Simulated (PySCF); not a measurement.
Match the calculated data to a structure.

All candidates are C5H8OSi.

* 13C NMR: chemical shifts (computed TMS as zero) by class: 155.8 (1 C), 144.9 (1 C), 116.4 (1 C), 110.5 (1 C), 11.6 (1 C) ppm [GIAO PBE0/pcSseg-1]
* 1H NMR: chemical shifts (computed TMS as zero) by class: 7.29 (1 H), 6.39 (1 H), 6.09 (1 H), 3.98 (3 H), 2.20 (2 H) ppm [GIAO PBE0/pcSseg-1]
* XPS: Si2p3/2 106.6, C1s 290.1, C1s 290.3, C1s 290.7, C1s 291.3, C1s 291.6, O1s 539.7, Si1s 1846.3 eV [ΔSCF SCAN, pcX-2 on the ionised atom, pcseg-1 elsewhere, spin-free X2C, 2p3/2 from a spin–orbit splitting computed afterwards within the 2p shell]
* Rotational structure: rotational constants A, B, C: 5.668, 1.274, 1.170 GHz [PBE0-D3(BJ)/def2-SVP]
* Polarisability: 88.5 au [wB97X-D/def2-SVPD]
* Valence photoelectron: vertical ionisation energy: 8.22 eV [ΔSCF wB97X-D/def2-SVPD]

The electronic properties come from PySCF, for the isolated species, density fitting. Levels stand in brackets. One conformer (not necessarily the lowest) at the PBE0-D3(BJ)/def2-SVP geometry, without solvent, vibrations or thermal averaging. NMR values are class means; diastereotopic atoms form classes of their own.

Question: Which candidate is it?
A. `[SiH3]Cc1ccco1`
B. `COC1=CC=C[SiH2]1`
C. `C=CC#C[SiH2]OC`

Answer: A. It is `[SiH3]Cc1ccco1`. Numbering: `[SiH3:1][CH2:2][c:3]1[cH:4][cH:5][cH:6][o:7]1`. Its formula, C5H8OSi, gives 3 degrees of unsaturation: 1 ring and 2 π bonds in the structure found (Kekulé form). 5 carbons fall into 5 classes; from least to most shielded: substituted aromatic carbon [C3] (155.8 ppm), aromatic CH next to a ring oxygen [C6] (144.9 ppm), aromatic CH carbon [C5] (116.4 ppm), aromatic CH carbon [C4] (110.5 ppm), chain sp3 carbon bound to silicon [C2] (11.6 ppm). Hydrogen classes from least to most shielded: 1 H on an aromatic CH next to a ring oxygen, C6 (7.29 ppm), 1 H on an aromatic CH carbon, C5 (6.39 ppm), 1 H on an aromatic CH carbon, C4 (6.09 ppm), 3 H on an SiH3 silicon, Si1 (3.98 ppm), 2 H on an sp3 carbon bound to silicon, C2 (2.20 ppm). The core levels belong to: Si2p3/2 106.6 eV, SiH3 silicon [Si1]; C1s 290.1 eV, aromatic CH carbon [C4]; C1s 290.3 eV, aromatic CH carbon [C5]; C1s 290.7 eV, sp3 carbon bound to silicon [C2]; C1s 291.3 eV, aromatic CH next to a ring oxygen [C6]; C1s 291.6 eV, substituted aromatic carbon [C3]; O1s 539.7 eV, furan-type oxygen [O7]; Si1s 1846.3 eV, SiH3 silicon [Si1]. The first electron is taken from the HOMO, whose largest Löwdin shares are 0.25 on the aromatic CH next to a ring oxygen, 0.22 on the substituted aromatic carbon, 0.16 on an aromatic CH carbon and 0.13 on an aromatic CH carbon. The optimised geometry has point group C1 and is an asymmetric top.

The others, at the same levels:
- `COC1=CC=C[SiH2]1` fails: its computed 13C shifts are 179.3 (1 C), 159.7 (1 C), 116.4 (1 C), 113.1 (1 C), 56.5 (1 C) ppm, 1H shifts are 7.00 (1 H), 5.59 (1 H), 5.39 (1 H), 4.54 (2 H), 3.56 (3 H) ppm and vertical ionisation energy is 7.92 eV (against 8.22 eV).
- `C=CC#C[SiH2]OC` fails: its computed 13C shifts are 139.8 (1 C), 124.7 (1 C), 113.4 (1 C), 98.1 (1 C), 52.9 (1 C) ppm, 1H shifts are 6.06 (1 H), 5.98 (1 H), 5.90 (1 H), 4.90 (2 H), 3.63 (3 H) ppm and vertical ionisation energy is 9.19 eV (against 8.22 eV).

Each candidate is one conformer, not necessarily the lowest. Dipoles, sizes and rotational constants follow the conformer. The torsions of the flexible species, by atom-mapped SMILES:
- `[SiH3:1][CH2:2][c:3]1[cH:4][cH:5][cH:6][o:7]1`: Si1–C2–C3–C4 107°
- `[CH3:1][O:2][C:3]1=[CH:4][CH:5]=[CH:6][SiH2:7]1`: C1–O2–C3–C4 0°
- `[CH2:1]=[CH:2][C:3]#[C:4][SiH2:5][O:6][CH3:7]`: C4–Si5–O6–C7 -56°
